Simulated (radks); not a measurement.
The numbers below are computed, except where a source is named.
Species: Nb IV. Configuration: [Ar] 3d10 4s1.75 4p6 4d2 5s0.25 (fractional occupations, a model configuration).

Level of theory: Dirac Kohn-Sham, PW91, spin-unpolarised, spherical densities, point nucleus; open shells are shared between the two j in proportion to 2j + 1 (a radial shooting solver on a logarithmic mesh with Libxc functionals).

Energy parts (hartree):
part                       energy
total                 -3818.53081
kinetic                3952.84898
electron-nucleus      -9175.12248
Hartree                1522.31621
exchange-correlation   -118.57351

Orbitals (lengths in bohr, moments of r in powers of bohr; <r^-3> diverges for s and p1/2; r(max) is where P^2 peaks):
orbital	occ.	eigenvalue (hartree)	<1/r>	<r^-3>	<r^4>	r(max)	small-component weight
1s1/2	2	-692.2319	42.40	-	7.986e-06	0.02349	2.23e-02
2s1/2	2	-97.88503	9.626	-	0.001491	0.1333	4.56e-03
2p1/2	2	-89.94240	9.602	-	0.0009947	0.1039	4.56e-03
2p3/2	4	-86.42078	9.165	2211	0.001108	0.1076	4.42e-03
3s1/2	2	-17.36175	3.276	-	0.07870	0.3957	1.20e-03
3p1/2	2	-14.37102	3.173	-	0.08244	0.3831	1.15e-03
3p3/2	4	-13.80018	3.068	363.0	0.09028	0.3924	1.11e-03
3d3/2	4	-8.51723	2.873	52.25	0.09802	0.3328	9.94e-04
3d5/2	6	-8.41090	2.846	49.93	0.1010	0.3355	9.83e-04
4s1/2	1.75	-3.33250	1.194	-	3.266	1.026	2.69e-04
4p1/2	2	-2.49027	1.080	-	4.886	1.096	2.28e-04
4p3/2	4	-2.40823	1.051	52.35	5.326	1.120	2.19e-04
4d3/2	0.8	-1.17494	0.7820	4.518	18.90	1.376	1.30e-04
4d5/2	1.2	-1.16597	0.7761	4.310	19.40	1.385	1.29e-04
5s1/2	0.25	-0.96189	0.4686	-	108.8	2.549	5.90e-05

The highest occupied level is 5s1/2 at -26.174 eV. The density falls to 0.001 e/bohr^3 at r = 3.48 bohr. Summed over all electrons, <r^2> = 26.67 bohr^2, which gives a Langevin (diamagnetic) susceptibility term of -21.1 x 10^-6 cm^3/mol.
